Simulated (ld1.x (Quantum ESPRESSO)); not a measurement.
## u(r) = r·R(r): atom against pseudo-atom (bromine)

Columns: radius, all-electron u(r) and pseudo u(r) of the 4s shell (level -20.54 eV) of bromine in the configuration [Ar] 3d10 4s1.5 4p5.5; PBE, scalar-relativistic, TM semilocal scheme, ld1.x (Quantum ESPRESSO) 7.5.

```
r (bohr)  all-electron   pseudo
   0.093       -0.2070  -0.0422
   0.186       -0.1467  -0.0855
   0.279        0.2087  -0.1312
   0.372        0.4111  -0.1804
   0.465        0.4027  -0.2342
   0.558        0.2556  -0.2938
   0.651        0.0466  -0.3596
   0.744       -0.1720  -0.4317
   0.837       -0.3711  -0.5088
   0.930       -0.5373  -0.5883
   1.023       -0.6667  -0.6662
   1.116       -0.7607  -0.7373
   1.209       -0.8232  -0.7961
   1.302       -0.8590  -0.8378
   1.395       -0.8727  -0.8601
   1.488       -0.8685  -0.8628
   1.581       -0.8505  -0.8488
   1.674       -0.8222  -0.8219
   1.767       -0.7866  -0.7865
   1.860       -0.7459  -0.7459
   1.953       -0.7023  -0.7023
   2.046       -0.6571  -0.6571
   2.139       -0.6117  -0.6117
   2.232       -0.5670  -0.5670
   2.325       -0.5235  -0.5235
   2.418       -0.4817  -0.4817
```

Q: How many radial nodes do the two functions have?

A: The all-electron 4s function has n − l − 1 = 3 (the table is too coarse to show those close to the nucleus); the pseudo-wave has 0, since the states of the same l below it are removed with the core.

Q: At about which radius was the pseudo-wave matched?

A: 1.86 bohr. The columns agree to 0.0005 from 1.67 bohr on; several derivatives are matched, so the curves merge somewhat inside the radius.

Q: Where does each function peak?

A: Outermost all-electron maximum near 1.40 bohr, pseudo maximum near 1.49 bohr (to the table’s step).

Q: Is the pseudo-wave norm-conserving?

A: Yes: the TM semilocal scheme keeps the norm inside the radius equal to the all-electron one, which fixes the energy derivative of the logarithmic derivative at the level.
